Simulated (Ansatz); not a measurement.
`O[SiH](F)F` → F₂ + `O[SiH]` at 500 K and 1 bar (silylene formation by 1,1-elimination).

Isolated molecules relaxed with PBE0-D4/def2-TZVP in Ansatz; ΔE leaves out vibrations. CCSD(T)/CBS is the MP2 limit (def2-TZVPP, def2-QZVPP) plus CCSD(T) − MP2 in def2-TZVPP, frozen cores. This one scheme is used for every species. One conformer a species, not always the lowest.

```csv
species,CCSD(T)/CBS energy (Eh),H − E (kJ/mol),S (J/(mol·K))
`O[SiH](F)F`,-565.23707,109.1,341.1
F₂,-199.39789,21.7,218.2
`O[SiH]`,-365.43832,75.8,267.5
```

H − E and S are ideal-gas, rigid-rotor, harmonic terms from PBE0-D4/def2-TZVP, for one conformer and one mirror image of each species. 1 Eh = 2625.50 kJ/mol, R = 8.31446 J/(mol·K).

Task: By hand: ΔE, ΔH, ΔS and ΔG.

Result: ΔE = (-199.39789) + (-365.43832) − (-565.23707) = 0.40086 Eh = 1052.5 kJ/mol. Δ(H − E) = 21.7 + 75.8 − 109.1 = -11.6, so ΔH = 1040.9 kJ/mol. ΔS = 218.2 + 267.5 − 341.1 = 144.6 J/(mol·K). ΔG = 1040.9 − 500 × (144.6)/1000 = 968.6 kJ/mol.

Task: By hand: the equilibrium constant, and the temperature at which ΔG would vanish if ΔH and ΔS stayed fixed.

Result: log₁₀ K = −ΔG/(RT ln 10) = -101.2. ΔG = 0 at ΔH/ΔS = 7198 K, far beyond where these terms or the molecules hold.

The number of gas molecules changes by +1, which sets the sign of ΔS. A doubt of 5 kJ/mol in ΔE shifts log₁₀ K by 0.5 here. Other conformers and mirror images would add mixing entropy, several J/(mol·K) or more a flexible species. These are equilibria of isolated gas molecules and say nothing of rates. Largest T1 diagnostic: 0.016 (customary marks: 0.02 for closed shells, 0.045 for open ones).
